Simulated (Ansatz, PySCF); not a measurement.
Two conformers of propylene glycol (SMILES CC(O)CO), B3LYP-D3(BJ)/def2-TZVP minima.
Conformer 1 (charge 0, multiplicity 1):
```xyz
13

C     -1.47510    -0.36556    -0.22577
C     -0.14305     0.36470    -0.26159
O      0.16490     0.96420     1.00676
C      1.02237    -0.56503    -0.55183
O      2.25475     0.12952    -0.59431
H     -2.29058     0.32335     0.00442
H     -1.46242    -1.14503     0.53795
H     -1.69153    -0.82558    -1.19249
H     -0.15869     1.14337    -1.03413
H     -0.43870     1.69666     1.16530
H      1.04031    -1.35547     0.21096
H      0.88720    -1.03485    -1.52700
H      2.29055     0.66973     0.20537
```
Conformer 2 (charge 0, multiplicity 1):
| atom | x (Å) | y (Å) | z (Å) |
|---|---|---|---|
| C | -1.4455 | -0.1014 | 0.4866 |
| C | -0.1859 | -0.3059 | -0.3354 |
| O | -0.1552 | 0.5507 | -1.4879 |
| C | 1.0872 | -0.0987 | 0.4740 |
| O | 2.2435 | -0.2776 | -0.3201 |
| H | -1.4868 | -0.8073 | 1.3184 |
| H | -1.4775 | 0.9091 | 0.9053 |
| H | -2.3318 | -0.2455 | -0.1313 |
| H | -0.1681 | -1.3149 | -0.7534 |
| H | -0.3500 | 1.4515 | -1.2010 |
| H | 1.0678 | 0.9083 | 0.9205 |
| H | 1.1404 | -0.8225 | 1.2899 |
| H | 2.0619 | 0.1543 | -1.1657 |

No zero-point or thermal terms.

Frozen-core correlation. Rows in 6-31G*, STO-3G carry no dispersion term and start afresh at each structure (6-31G* with six Cartesian d functions). MP2/6-31G* freezes PySCF's default core.

Run with Ansatz (an electronic-structure program) with Gaussian orbitals; PySCF for 6-31G* rows, STO-3G rows, the dispersion terms. 

```csv
level,electronic energy of conformer 2 less that of conformer 1 (kcal/mol)
HF/STO-3G,0.08
HF/cc-pVTZ,0.74
revPBE-D3(BJ)/def2-TZVPP,-0.32
revPBE-D4/def2-TZVPP,-0.16
B3LYP/6-31G*,___
CAM-B3LYP-D3(BJ)/def2-TZVPP,0.28
wB97X-V/def2-TZVPP,0.24
MP2/6-31G*,0.25
SCS-MP2/cc-pVTZ,0.32
```

Task: What belongs in the gaps?

Result: 
- B3LYP/6-31G*, electronic energy of conformer 2 less that of conformer 1 (kcal/mol): -0.09
